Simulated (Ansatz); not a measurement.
SiH(NHEt)3 (C₆H₁₉N₃Si) was relaxed with r2SCAN-D4 (def2-SVP) in Ansatz in these states: charge +1 doublet, neutral singlet. The geometries follow in no particular order.

A:

Cartesian coordinates in Å:
```
Si 0.017 -0.006 -0.036
H 0.653 -0.054 -1.367
N 0.291 -1.502 0.804
C 1.032 -2.661 0.317
C 2.280 -2.949 1.147
H -0.024 -1.613 1.770
H 0.362 -3.542 0.336
H 1.296 -2.484 -0.738
H 2.982 -2.101 1.111
H 2.790 -3.841 0.754
H 2.024 -3.146 2.201
N -1.694 0.241 -0.209
C -2.438 0.404 -1.454
C -3.445 -0.721 -1.685
H -2.301 0.222 0.613
H -2.966 1.376 -1.427
H -1.715 0.457 -2.284
H -2.938 -1.696 -1.757
H -3.992 -0.542 -2.623
H -4.184 -0.770 -0.869
N 0.690 1.300 0.891
C 1.729 2.233 0.471
C 1.228 3.674 0.399
H 0.311 1.521 1.815
H 2.573 2.169 1.185
H 2.114 1.904 -0.508
H 0.414 3.772 -0.336
H 2.052 4.339 0.099
H 0.858 4.018 1.378
```

B:

```xyz
29

Si    0.1956    0.1419    0.0344
H    -1.1721   -0.4853   -0.0218
N     0.6586    0.2782    1.6936
C    -0.2271    0.5473    2.8093
C    -0.4633   -0.6653    3.7051
H     1.5907   -0.0317    1.9552
H     0.1539    1.3890    3.4241
H    -1.1939    0.8970    2.4019
H    -0.9139   -1.4905    3.1295
H    -1.1303   -0.4224    4.5488
H     0.4892   -1.0314    4.1259
N     0.1804    1.7067   -0.7030
C    -0.5124    2.0526   -1.9295
C    -1.8204    2.8060   -1.7045
H     0.4339    2.5007   -0.1217
H     0.1438    2.6488   -2.5960
H    -0.7155    1.1166   -2.4815
H    -2.5175    2.2029   -1.1004
H    -2.3129    3.0581   -2.6584
H    -1.6381    3.7496   -1.1626
N     1.3243   -0.8462   -0.8216
C     1.3562   -2.2954   -0.8291
C     0.8641   -2.9105   -2.1360
H     1.9041   -0.4014   -1.5277
H     2.3777   -2.6684   -0.6099
H     0.7288   -2.6550    0.0071
H    -0.1772   -2.6111   -2.3378
H     0.9123   -4.0118   -2.1093
H     1.4812   -2.5689   -2.9845
```

Task: Judge from the bond lengths which geometry belongs to which state (an estimate).

Result: A is the charge +1 doublet (Si1–H2 1.476 Å, Si1–N21 1.738 Å, Si1–N3 1.737 Å); B is the neutral singlet (Si1–H2 1.506 Å, Si1–N21 1.727 Å, Si1–N3 1.728 Å).
